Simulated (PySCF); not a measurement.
**How methods differ on the ionisation energy of O⁺**

O⁺ [He] 2s2 2p3 (4S) → O²⁺ [He] 2s2 2p2 (3P), as a difference of total energies. All numbers are calculated (PySCF 2.14, the spin-free X2C one-electron Hamiltonian (Gaussian nucleus), in ANO-RCC-VTZP (4s3p2d1f, 30 functions)). Correlated levels: valence and next inner shell: nothing frozen. The calculations carry no spin-orbit coupling.

```csv
method,ionisation energy (eV)
UHF,34.586
MP2 (valence and next inner shell),35.214
SCS-MP2 (valence and next inner shell),34.959
CCSD (valence and next inner shell),35.038
CCSD(T) (valence and next inner shell),35.046
CCSDT (valence and next inner shell),35.045
```

How much does correlation contribute at CCSD(T) (valence and next inner shell)?

35.046 − (34.586) = 0.460 eV, measured against UHF.

A first-order spin-orbit estimate (lowest level to lowest level, LS coupling) adds -0.028 eV.

Errors of the correlated levels include the incompleteness of this basis.

For comparison: 35.121 eV (measured; NIST Atomic Spectra Database, ionization energies).
